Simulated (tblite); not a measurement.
Compound: C3H8ClNSi2.
Bonds: N1–C2 (triple), C2–Si3, Si3–Si4, Si4–C5, C5–C6, C6–Cl7. Hydrogens: H8, H9 on Si3; H10, H11 on Si4; H12, H13 on C5; H14, H15 on C6.

Structure optimised with GFN2-xTB, isolated species.

(1) What internal coordinates does the optimisation give?

Answers

(1) 
```
            bond  length (Å)   order
           N1≡C2       1.146  triple
          C2–Si3       1.869  single
         Si3–Si4       2.319  single
          Si4–C5       1.916  single
           C5–C6       1.513  single
          C6–Cl7       1.787  single
  Si3–H8, Si3–H9       1.467  single
Si4–H10, Si4–H11       1.470  single
  C5–H12, C5–H13       1.091  single
  C6–H14, C6–H15       1.090  single
```

Bonds in one row agree within 0.01 Å and their mean is given. Orders are formal, as drawn. A selection of angles:
```
      angle  degrees
  N1–C2–Si3    176.7
 C2–Si3–Si4    106.5
  C2–Si3–H8    104.8
  C2–Si3–H9    103.5
 Si4–Si3–H8    118.1
 Si4–Si3–H9    114.1
  H8–Si3–H9    108.4
 Si3–Si4–C5    110.3
Si3–Si4–H10    113.7
Si3–Si4–H11    112.5
 C5–Si4–H10    107.3
 C5–Si4–H11    105.9
H10–Si4–H11    106.7
  Si4–C5–C6    112.6
 Si4–C5–H12    109.6
 Si4–C5–H13    110.9
  C6–C5–H12    109.2
  C6–C5–H13    107.6
 H12–C5–H13    106.8
  C5–C6–Cl7    110.7
  C5–C6–H14    112.4
 Cl7–C6–H14    106.4
 H14–C6–H15    109.5
```

Torsions: C2–Si3–Si4–C5 -24° (synperiplanar); Si3–Si4–C5–C6 -80° (synclinal); Si4–C5–C6–Cl7 52° (synclinal). The mirror-image conformer, all signs reversed, is as good.

Si3 (SiH2 silicon) is distorted tetrahedral (angles from 103.5° to 118.1°). The 2 C–Si bonds span 1.869 Å (C2–Si3, drawn single) to 1.916 Å (Si4–C5, drawn single), a spread of 0.047 Å. Of the pairs four or more bonds apart, Si3···Cl7 is among the closest relative to their van der Waals radii: 3.37 Å, 88 % of the sum of Bondi's values. Si4 (SiH2 silicon) is distorted tetrahedral (angles from 105.9° to 113.7°).

Point group: C1 (no symmetry element, even within 0.4 Å). Its GFN2-xTB frequencies are all real (lowest 30 cm⁻¹). The numbers are those of one conformer. 2 starts were optimised and ended at 0.00 and 1.97 kcal/mol (GFN2-xTB); the lowest of these is shown.

The run took 1.1 s on an Arm Neoverse V1 with one thread, no GPU, shared host. This is the geometry optimisation.

The numbers are calculated, not measured.
